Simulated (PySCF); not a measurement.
SnBr₂ + 2 H₂O → Sn(OH)₂ + 2 HBr

Level: PBE0 in the def2-TZVP basis family, computed in PySCF with density fitting; scalar-relativistic core potentials for atoms from Rb on, none lighter, no spin–orbit coupling; open shells unrestricted.

```json
{"species": "SnBr₂", "state and structure": "singlet, C2v, Sn–Br 2.519 Å (×2); Br–Sn–Br 99.5°", "E (Eh)": "-5362.14718", "ZPE (kJ/mol)": "3.4", "H(298 K) − H(0) (kJ/mol)": "14.6", "S° (J/(mol K))": "328.7"}
{"species": "H₂O", "state and structure": "singlet, C2v, O–H 0.960 Å (×2); H–O–H 105.1°", "E (Eh)": "-76.37736", "ZPE (kJ/mol)": "56.5", "H(298 K) − H(0) (kJ/mol)": "9.9", "S° (J/(mol K))": "188.7"}
{"species": "Sn(OH)₂", "state and structure": "singlet, C2v, O–H 0.960 Å (×2), Sn–O 1.981 Å (×2); H–O–Sn 118.8° (×2), O–Sn–O 99.7°", "E (Eh)": "-365.92212", "ZPE (kJ/mol)": "66.8", "H(298 K) − H(0) (kJ/mol)": "14.9", "S° (J/(mol K))": "294.9"}
{"species": "HBr", "state and structure": "singlet, C∞v, H–Br 1.421 Å", "E (Eh)": "-2574.45811", "ZPE (kJ/mol)": "16.0", "H(298 K) − H(0) (kJ/mol)": "8.7", "S° (J/(mol K))": "198.5"}
```

Problem. What is the electronic reaction energy?

Solution. At PBE0/def2-TZVP, ΔE = 166.9 kJ/mol from the differences of the total energies times 2625.5, uphill. 

Problem. Add zero-point, thermal and entropy terms for 298.15 K and 1 bar.

Solution. ΔZPE = -17.6 and Δ[H(298) − H(0)] = -2.1 kJ/mol give ΔH° = 147.2 kJ/mol. ΔS° = -14.2 J/(mol K), so ΔG° = 147.2 − 298.15 × (-0.0142) = 151 kJ/mol.

Each species is the lowest minimum found with this bonding; other isomers or fragments can lie lower.
